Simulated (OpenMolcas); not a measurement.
# Ti2+: effect of the active space

```json
{
  "Program": "OpenMolcas 26.06",
  "Method": "XMS-CASPT2, IPEA 0.25 Eh, imaginary shift 0.1 Eh",
  "Basis": "ANO-RCC-VTZP",
  "Scalar Hamiltonian": "DKH2, point nucleus",
  "Spin-orbit coupling": "state interaction with AMFI integrals over the reference wave functions, term energies averaged over their components"
}
```

A. 2 electrons in 5 orbitals (3d); 2S+1 = 3 even, 10 roots; 2S+1 = 1 even, 15 roots; closed shells correlated: 3s 3p; CASPT2 step roughly 2.9 core-seconds
B. 2 electrons in 6 orbitals (3d 4s); 2S+1 = 3 even, 15 roots; 2S+1 = 1 even, 20 roots kept (CI in the orbitals of an earlier block); closed shells correlated: 3s 3p; CASPT2 step roughly 6 core-seconds
C. 2 electrons in 10 orbitals (3d 4d); 2S+1 = 3 even, 10 roots; 2S+1 = 1 even, 15 roots; closed shells correlated: 3s 3p; CASPT2 step of the order of 80 core-seconds

Energies in cm-1 above 3d2 3F2, the measured ground level; measured values from Corliss and Sugar, J. Phys. Chem. Ref. Data 8, 1 (1979).

```csv
Level,A,B,C,Measured
3d2 3F2,0.0,0.0,0.0,0.0
3d2 3F3,194,198,195,185
3d2 3F4,446,455,448,420
3d2 1D2,8710,8680,8970,8474
3d2 3P0,11490,10970,11160,10538
3d2 3P1,11550,11040,11230,10604
3d2 3P2,11690,11180,11360,10721
3d2 1G4,15030,14890,15080,14398
3d2 1S0,33060,33300,33830,32476
```

Deviations, from unrounded energies. A percentage is the sum of absolute deviations over the sum of measured energies, with the sign that they share, or ± where signs differ.

```
                        Against measurement  Levels     A     B     C
             mean absolute deviation (cm-1)       8   550   360   560
      fine structure of the ground term (%)       2  +5.8  +8.0  +6.2
other terms of the ground configuration (%)       6  +5.0  +3.3  +5.1
```

B lies closest to measurement on these levels and C furthest from it. The largest miss of B in the table is 3d2 1S0, by +830 cm-1. The ranking rests on the paired levels alone, and a cruder setting can come out closer through cancelling errors.

The two smallest mean deviations differ by little beside CASPT2's spread within terms, so their order carries little weight.

Among A to C the level of the table that moves most is 3d2 1S0, by 770 cm-1 (lowest in A, highest in C). Moves below CASPT2's spread within the term are not significant.

CASPT2 does not keep the components of a term degenerate, so their means are used; among the terms shown or strongly mixed into the levels shown the widest spread is 1500 cm-1 (3d2 1G, B). Terms from blocks run as CI alone lack orbitals of their own (holds for B). Active for correlation alone: 4d; no level in the range computed is led by a configuration that fills it, so any true level of that kind is missing (holds for C). Measured partners are found by configuration, term and J. A level has none where our copy of the source lacks it or the pairing is in doubt (some pairs that miss far off the trend of their configuration count as doubtful), and it then counts in no deviation. Levels of configurations outside the active space are missing. Levels that lie high or do not pair safely by name in every column are left out.
